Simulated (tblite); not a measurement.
C5H11OSi (doublet state).
Numbering: `[SiH3:1][O:2][C@H:3]1[CH2:4][CH:5][CH2:6][CH2:7]1` (hydrogens: H8, H9, H10 on Si1; H11 on C3; H12, H13 on C4; H14 on C5; H15, H16 on C6; H17, H18 on C7)

Computed with GFN2-xTB (tblite), gas phase: L-BFGS steps from a force-field or distance-geometry start until the largest atomic force falls under 0.01 eV/Å.

Step 7: E = -601.3379 eV
```
atom  x, y, z in Å  |  force x, y, z in eV/Å
Si1     2.4744    0.8888   -0.9073   -0.245   0.116  -0.051
O2      0.8827    0.8161   -0.5878    0.049  -0.023  -0.070
C3      0.3237    0.0259    0.4369    0.046   0.189  -0.141
C4     -0.8945    0.7245    1.0558   -0.104  -0.017   0.019
C5     -2.0526    0.2068    0.2844    0.065   0.007   0.041
C6     -1.6508   -0.9009   -0.6186    0.016   0.118   0.170
C7     -0.2543   -1.2796   -0.1152    0.076  -0.050   0.036
H8      2.9913   -0.4465   -1.1825    0.138  -0.146  -0.016
H9      2.5822    1.7594   -2.0654   -0.176  -0.001   0.018
H10     3.1455    1.4472    0.2619    0.165   0.007   0.108
H11     1.1052   -0.1553    1.1776   -0.017  -0.126   0.178
H12    -0.9473    0.4523    2.1198   -0.092  -0.023   0.018
H13    -0.7996    1.8128    1.0280    0.004   0.039  -0.120
H14    -3.0407    0.6315    0.3287    0.156  -0.061  -0.032
H15    -2.3521   -1.7401   -0.6126    0.011  -0.006   0.043
H16    -1.5861   -0.5515   -1.6541   -0.004   0.047  -0.133
H17    -0.3273   -1.9873    0.7111   -0.041  -0.071  -0.036
H18     0.3913   -1.6977   -0.8856   -0.047   0.003  -0.031
```

Step 8: E = -601.3459 eV
```
atom  x, y, z in Å  |  force x, y, z in eV/Å
Si1     2.4758    0.8847   -0.9022   -0.142   0.107  -0.063
O2      0.8844    0.8171   -0.5859    0.063  -0.077  -0.012
C3      0.3248    0.0271    0.4365    0.023   0.131  -0.061
C4     -0.8942    0.7263    1.0541   -0.077   0.011   0.014
C5     -2.0533    0.2079    0.2832    0.080  -0.001   0.041
C6     -1.6528   -0.9012   -0.6194    0.040   0.100   0.106
C7     -0.2542   -1.2796   -0.1161    0.068   0.010   0.035
H8      3.0028   -0.4537   -1.1836    0.077  -0.012   0.015
H9      2.5475    1.7598   -2.0620   -0.123  -0.028   0.048
H10     3.1571    1.4467    0.2678    0.098  -0.046   0.003
H11     1.1037   -0.1615    1.1837   -0.074  -0.078   0.083
H12    -0.9404    0.4574    2.1193   -0.128  -0.025   0.011
H13    -0.7960    1.8156    1.0237   -0.016   0.002  -0.122
H14    -3.0419    0.6330    0.3266    0.175  -0.066  -0.029
H15    -2.3570   -1.7407   -0.6170    0.060   0.036   0.073
H16    -1.5875   -0.5559   -1.6593   -0.005   0.047  -0.047
H17    -0.3242   -1.9866    0.7110   -0.048  -0.079  -0.050
H18     0.3967   -1.6902   -0.8855   -0.070  -0.031  -0.045
```

Q: Estimate the geometry and energy of step 9. (The exact step hangs on the optimiser's Hessian estimate; all steps are aligned on step 8, rigid shifts and turns removed.)

A: E = -601.3509 eV, largest force 0.136 eV/Å
```
atom  x, y, z in Å  |  force x, y, z in eV/Å
Si1     2.4746    0.8843   -0.9007   -0.002   0.045  -0.031
O2      0.8852    0.8167   -0.5859    0.038  -0.084   0.031
C3      0.3260    0.0297    0.4359   -0.006   0.022   0.036
C4     -0.8948    0.7278    1.0538   -0.011   0.032   0.010
C5     -2.0520    0.2083    0.2835    0.073  -0.011   0.024
C6     -1.6530   -0.8998   -0.6185    0.060   0.047   0.015
C7     -0.2530   -1.2792   -0.1158    0.034   0.043   0.018
H8      3.0104   -0.4578   -1.1839    0.025   0.097   0.036
H9      2.5272    1.7599   -2.0598   -0.094  -0.019   0.035
H10     3.1654    1.4456    0.2713    0.041  -0.080  -0.077
H11     1.1013   -0.1663    1.1890   -0.097  -0.024   0.009
H12    -0.9397    0.4594    2.1193   -0.130  -0.010   0.002
H13    -0.7946    1.8173    1.0189   -0.029  -0.012  -0.102
H14    -3.0394    0.6327    0.3249    0.127  -0.042  -0.022
H15    -2.3583   -1.7402   -0.6177    0.086   0.064   0.084
H16    -1.5884   -0.5573   -1.6626   -0.004   0.037   0.034
H17    -0.3236   -1.9880    0.7100   -0.040  -0.064  -0.056
H18     0.3979   -1.6870   -0.8865   -0.070  -0.041  -0.045
```

The energy changes by -0.0050 eV. The first-order estimate −F·Δx gives -0.0070 eV and the mean of the old and new forces, exact on a quadratic surface, -0.0050 eV. The step makes an angle of 60° with the force vector and moves no atom by more than 0.020 Å.

What follows is the cost of the whole relaxation. Hardware: Arm Neoverse V1, one thread, on a shared host. Cost: 0.72 s.
